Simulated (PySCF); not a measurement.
Point-charge models of `C#Cc1nncc([SiH3])c1C` against its computed dipole.

Coordinates (GFN2-xTB, Å) and charges (e) from the PBE0/pcSseg-1 density (PySCF):

```json
{"atom": "C1", "x": "-3.718", "y": "0.452", "z": "-0.629", "Mulliken": "-0.3298", "IAO": "-0.2051", "Hirshfeld": "-0.0805", "ESP-fitted": "-0.1231"}
{"atom": "C2", "x": "-2.590", "y": "0.649", "z": "-0.267", "Mulliken": "+0.4048", "IAO": "-0.0244", "Hirshfeld": "-0.0387", "ESP-fitted": "-0.5212"}
{"atom": "C3", "x": "-1.262", "y": "0.889", "z": "0.170", "Mulliken": "+0.0541", "IAO": "+0.0809", "Hirshfeld": "+0.0541", "ESP-fitted": "+0.8598"}
{"atom": "N4", "x": "-1.063", "y": "2.027", "z": "0.828", "Mulliken": "-0.2289", "IAO": "-0.1351", "Hirshfeld": "-0.0933", "ESP-fitted": "-0.3255"}
{"atom": "N5", "x": "0.114", "y": "2.331", "z": "1.270", "Mulliken": "-0.2141", "IAO": "-0.1509", "Hirshfeld": "-0.1072", "ESP-fitted": "-0.3999"}
{"atom": "C6", "x": "1.129", "y": "1.514", "z": "1.078", "Mulliken": "+0.1462", "IAO": "-0.0221", "Hirshfeld": "+0.0118", "ESP-fitted": "+0.3801"}
{"atom": "C7", "x": "1.036", "y": "0.293", "z": "0.399", "Mulliken": "-0.3501", "IAO": "-0.2834", "Hirshfeld": "-0.0884", "ESP-fitted": "-0.2965"}
{"atom": "Si8", "x": "2.552", "y": "-0.813", "z": "0.174", "Mulliken": "+0.5487", "IAO": "+0.5948", "Hirshfeld": "+0.3231", "ESP-fitted": "+0.2759"}
{"atom": "C9", "x": "-0.226", "y": "-0.035", "z": "-0.084", "Mulliken": "-0.2795", "IAO": "+0.0426", "Hirshfeld": "+0.0287", "ESP-fitted": "+0.0356"}
{"atom": "C10", "x": "-0.484", "y": "-1.304", "z": "-0.826", "Mulliken": "-0.1300", "IAO": "-0.4365", "Hirshfeld": "-0.1138", "ESP-fitted": "-0.6402"}
{"atom": "H11", "x": "-4.705", "y": "0.288", "z": "-0.942", "Mulliken": "+0.0512", "IAO": "+0.2086", "Hirshfeld": "+0.1000", "ESP-fitted": "+0.2469"}
{"atom": "H12", "x": "2.072", "y": "1.851", "z": "1.487", "Mulliken": "+0.0924", "IAO": "+0.1615", "Hirshfeld": "+0.0549", "ESP-fitted": "+0.0369"}
{"atom": "H13", "x": "2.843", "y": "-0.912", "z": "-1.258", "Mulliken": "-0.0662", "IAO": "-0.1097", "Hirshfeld": "-0.0686", "ESP-fitted": "-0.0510"}
{"atom": "H14", "x": "2.248", "y": "-2.135", "z": "0.725", "Mulliken": "-0.0717", "IAO": "-0.1100", "Hirshfeld": "-0.0689", "ESP-fitted": "-0.0496"}
{"atom": "H15", "x": "3.666", "y": "-0.196", "z": "0.890", "Mulliken": "-0.0830", "IAO": "-0.1039", "Hirshfeld": "-0.0652", "ESP-fitted": "-0.0504"}
{"atom": "H16", "x": "-1.492", "y": "-1.316", "z": "-1.235", "Mulliken": "+0.1510", "IAO": "+0.1680", "Hirshfeld": "+0.0451", "ESP-fitted": "+0.2144"}
{"atom": "H17", "x": "0.236", "y": "-1.420", "z": "-1.636", "Mulliken": "+0.1508", "IAO": "+0.1595", "Hirshfeld": "+0.0521", "ESP-fitted": "+0.2033"}
{"atom": "H18", "x": "-0.367", "y": "-2.155", "z": "-0.156", "Mulliken": "+0.1542", "IAO": "+0.1652", "Hirshfeld": "+0.0543", "ESP-fitted": "+0.2046"}
```

Task: Compute μ = Σ q r for each scheme (1 e·Å = 4.803 D) and compare with the dipole of the full density.

Result: The full density gives (1.32, -4.01, -1.79) D, 4.59 D in size; dipole vectors point from the negative to the positive end.

```json
{"scheme": "Mulliken", "μx": "3.40", "μy": "-6.14", "μz": "-2.49", "size (D)": "7.45", "share of the full size (%)": "162", "angle to the full dipole (°)": "11"}
{"scheme": "IAO", "μx": "1.87", "μy": "-3.77", "μz": "-1.51", "size (D)": "4.47", "share of the full size (%)": "97", "angle to the full dipole (°)": "8"}
{"scheme": "Hirshfeld", "μx": "0.92", "μy": "-2.27", "μz": "-0.97", "size (D)": "2.64", "share of the full size (%)": "57", "angle to the full dipole (°)": "4"}
{"scheme": "ESP-fitted", "μx": "1.33", "μy": "-4.01", "μz": "-1.79", "size (D)": "4.59", "share of the full size (%)": "100", "angle to the full dipole (°)": "0"}
```

Task: Which set comes closest?

Result: Length of the difference vector: ESP-fitted 0.01 D, IAO 0.67 D, Hirshfeld 1.97 D, Mulliken 3.06 D. Closest: ESP-fitted. ESP charges are fitted to the potential around the molecule, whose slowest-falling term is the dipole's. The schemes that divide the density aren't constrained to reproduce the dipole.

Task: What is left for the Hirshfeld atoms' own dipoles?

Result: The shares of the density sum to the whole, so what Σ q r misses lies in dipoles about the nuclei. The atomic dipoles sum to (1.32, -4.01, -1.79) − (0.92, -2.27, -0.97) = (0.40, -1.74, -0.82) D, 1.97 D in size.

Task: With the origin at the mean of the coordinates, (0.000, 0.000, -0.001) Å, which are the largest single terms, by size, of the ESP-fitted dipole along the direction of the full one?

Result: C3 -4.98, N5 +4.80, C10 -4.07, N4 +3.75, C2 +3.03 D; all 18 atoms together +4.59 D. The single terms depend on the origin, their sum doesn't.

Task: Give the size of the full dipole in other units.

Result: 4.59 D = 1.805 au = 0.955 e·Å = 15.31 × 10⁻³⁰ C·m.

Isolated species at its GFN2-xTB geometry, gas phase.

The run behind these numbers computed NMR shieldings as well. Hardware: one thread, x86-64 server, on a shared host. Cost: 29 s.
